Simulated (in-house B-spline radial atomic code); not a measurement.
Values are calculated unless marked as measured or tabulated.
Extrapolating the RPA correlation energy in partial waves: Al9+

All-electron RPA on r2SCAN orbitals from a B-spline radial code for spherical atoms, non-relativistic, point nucleus, configuration [He] 2s2. With empty states up to angular momentum L the sums are:

| L | E_c(L) (hartree) |
| --- | --- |
| 2 | -0.343941 |
| 3 | -0.349811 |
| 4 | -0.351996 |
| 5 | -0.352984 |
| 6 | -0.353491 |
| 7 | -0.353776 |
| 8 | -0.353946 |
| 9 | -0.354051 |

For large l each further wave adds A/(l + 1/2)⁴, because the basis must build the cusp where two electrons meet.

(1) Estimate the limit from L = 8 and L = 9.

(2) How good is the estimate?

Results:

(1) Wave 9 adds -0.000105, against a sum of (l + 1/2)⁻⁴ of 1.22774e-04, so A = -0.85523. The sum over l > 9 is ζ(4, 10.5) = 3.3168e-04, close to 1/(3 × 10³) = 3.3333e-04. The tail is -0.000284 and the limit -0.35433 hartree.

(2) A run to L = 11 sums to -0.35416 and extrapolates to -0.35432 hartree, 0.00 millihartree from the run before. The estimate differs from that by -0.02 millihartree, while the bare sum at L = 9 misses 0.3 millihartree (0.1 %).
